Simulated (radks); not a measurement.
Sm, 62 electrons, occupied as [Xe] 4f5 6s2 6p1 (not the ground configuration). All-electron calculation, scalar-relativistic Kohn-Sham, PBE, spin-unpolarised, spherical densities, finite nucleus; Fermi nuclear charge, rms radius 5.0819 fm. Program: a radial shooting solver on a logarithmic mesh with Libxc functionals. Some entries of the table are withheld. Estimate them.

orbital,occ.,eigenvalue (Ry),r(max) (bohr)
1s,2,(1),0.01449
2s,2,-561.3010,0.08215
2p,6,-500.8092,0.06635
3s,2,-123.6069,0.2337
3p,6,-104.6928,0.2290
3d,10,-79.07525,0.1877
4s,2,(2),0.5391
4p,6,-18.93302,0.5625
4d,10,-10.19144,0.5864
5s,2,-3.66762,1.247
5p,6,-2.13246,1.406
4f,5,-0.81968,0.6050
6s,2,-0.38886,3.361
6p,1,-0.16116,4.318

Answer. 
(1) 1s eigenvalue (Ry): -3431.048
(2) 4s eigenvalue (Ry): -25.15963
